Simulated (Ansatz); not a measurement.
A nudged elastic band was laid between two geometries of C$_{2}$H$_{3}$AlO (7 atoms, charge 0, multiplicity 1).

All numbers below come from RKS B3LYP-D4/def2-SVP (Ansatz 0.2.0).

```json
{
  "movable images": "5",
  "climbing image": "yes",
  "spring": "5.0 eV/Å²",
  "optimiser": "quadratic models (default)",
  "start path": "IDPP",
  "force threshold": "0.03 eV/Å",
  "iteration limit": "6",
  "end points": "relaxed"
}
```

Initial state:

```xyz
7
Properties=species:S:1:pos:R:3
O -1.756 0.244 -0.479
C -0.434 0.158 -0.294
C 0.305 -0.401 0.731
Al 1.414 0.333 -0.570
H -2.211 -0.177 0.272
H -0.059 -0.908 1.637
H 2.742 0.751 -1.296
```

Final state:

```xyz
7
Properties=species:S:1:pos:R:3
O -1.813 -0.017 -0.009
C -0.470 0.019 -0.044
C 0.401 -0.493 0.897
Al 1.333 0.294 -0.502
H -2.151 0.419 -0.803
H 0.153 -1.013 1.830
H 2.547 0.790 -1.369
```

Which bonds break or form, and what moves?

No bond is made or broken. The dihedral H5–O1–C2–C3 goes from 0 to -180°.

Give the energies along the band, and the barrier.

The run converged. The highest image is number 3 of 0 to 6, 0.36 eV above the first end and 0.39 eV above the last; the last end lies 0.03 eV below the first. Another band between the same ends (5 images) ends at a top of the same energy, where a vibrational analysis finds 1 clearly imaginary mode.

| image | path coordinate (Å) | energy (eV) | dihedral H5–O1–C2–C3 (°) |
| --- | --- | --- | --- |
| 0 | 0.00 | 0.00 | 0 |
| 1 | 0.34 | 0.07 | 20 |
| 2 | 0.68 | 0.25 | 52 |
| 3 | 1.02 | 0.36 | 88 |
| 4 | 1.36 | 0.26 | 123 |
| 5 | 1.71 | 0.06 | 154 |
| 6 | 2.05 | -0.03 | -180 |

What is the geometry of the highest image?


```xyz
7
Properties=species:S:1:pos:R:3:forces:R:3
O -1.797 -0.129 -0.388 -0.01 -0.01 0.00
C -0.448 0.003 -0.231 0.01 0.00 0.00
C 0.390 -0.620 0.661 0.01 0.00 0.00
Al 1.346 0.465 -0.535 0.00 0.00 0.00
H -2.249 0.499 0.193 0.01 0.00 0.00
H 0.115 -1.327 1.456 -0.01 0.00 0.00
H 2.643 1.109 -1.155 0.00 0.00 0.00
```

The band took 6 iterations and of the order of 2 core-minutes.

Time of the run: 2 min on 1 thread of AMD EPYC 7R43 64-Core Processor (Zen 3) (shared host), peak memory 0.15 GiB.
